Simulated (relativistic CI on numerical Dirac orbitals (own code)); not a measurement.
Method of calculation: Dirac-Coulomb-Breit CI, orbitals from a KLI potential per configuration, model QED (radiative potential, 1s self-energy scaled to tabulated hydrogen-like ionisation energies), unscaled Slater integrals (own radial code, finite nucleus).

CI space (outside the closed core [Ne]): 3s2.3p5, 3s.3p6, 3s2.3p4.3d, 3s.3p5.3d, 3p6.3d, 3s.3p4.3d2, 3s2.3p3.3d.4p, 3p6.4s, 3s.3p4.3d.4s, 3s2.3p4.4s, 3p6.4p, 3s2.3p4.4p, 3s2.3p4.4d, 3p5.3d.4p, 3s.3p5.4s, 3s2.3p4.4f, 3s.3p5.4p, 3s.3p5.4d, 3s.3p5.4f, 3s2.3p4.5s, 3s2.3p4.5p, 3s2.3p3.4s.4p, 3s2.3p4.5d, 3s2.3p4.5f, 3s2.3p4.5g, 3s.3p4.4s2, 3s.3p5.5s, 3s.3p5.5p, 3s2.3p3.3d2, 3s2.3p2.3d3, 3s.3p3.3d3, 3s2.3p2.3d2.4s, 3s2.3p2.3d2.4p, 3s2.3p2.3d2.4d, 3p5.3d2, 3p4.3d3, 3p4.3d2.4s, 3p4.3d2.4p, 3p4.3d2.4d, 3s2.3p3.3d.4s, 3s.3p3.3d2.4s, 3s2.3p2.3d.4s2, 3s2.3p2.3d.4s.4p, 3s2.3p2.3d.4s.4d, 3p5.3d.4s, 3p4.3d.4s2, 3p4.3d.4s.4p, 3p4.3d.4s.4d, 3s2.3p3.4s2, 3s.3p3.3d.4s2, 3s2.3p2.4s2.4p, 3s2.3p2.4s2.4d, 3s2.3p3.4p2, 3s2.3p2.3d.4p2, 3s.3p3.3d.4p2, 3s2.3p2.4s.4p2, 3s2.3p2.4p3, 3s2.3p2.4p2.4d. Double excitations out of closed p, d and f shells are left out; levels of such configurations are missing from the list, as are those of other unlisted configurations, and high levels can miss mixing partners. These lack a partner that the ground configuration has and come out too high: 3s2.3p4.4f, 3s.3p5.4p, 3s.3p5.4d, 3s.3p5.4f, 3s2.3p4.5s.

At this charge energies of transitions that change n are usually good to better than 1 %, and those within a shell (Δn = 0) to a few per cent.

Outline of the computed level scheme of Tm LIII. Lowest level of each configuration: 3s2.3p5 2P°_3/2 at 0.000 eV; 3s2.3p4.3d 4D_3/2 at 215.593 eV; 3s.3p6 2S_1/2 at 423.257 eV; 3s2.3p3.3d2 4F°_3/2 at 444.426 eV.

Some strong electric-dipole decays among the lowest 45 levels: 3s2.3p4.3d 2P_1/2 → 3s2.3p5 2P°_3/2 (4.1e+12 s⁻¹); 3s2.3p4.3d 2D_5/2 → 3s2.3p5 2P°_3/2 (2.1e+12 s⁻¹); 3s2.3p4.3d 2P_3/2 → 3s2.3p5 2P°_3/2 (2.1e+12 s⁻¹); 3s.3p6 2S_1/2 → 3s2.3p5 2P°_3/2 (8.1e+11 s⁻¹); 3s2.3p4.3d 2D_5/2 → 3s2.3p5 2P°_3/2 (5.1e+11 s⁻¹); 3s2.3p3.3d2 2G°_9/2 → 3s2.3p4.3d 2F_7/2 (5.0e+11 s⁻¹); 3s2.3p4.3d 2P_3/2 → 3s2.3p5 2P°_3/2 (3.7e+11 s⁻¹); 3s2.3p3.3d2 2G°_7/2 → 3s2.3p4.3d 4D_5/2 (3.6e+11 s⁻¹).

LS names give the leading component of a level, which can be under half, so a name can repeat, a term be missing and a line seem to break the LS rules.
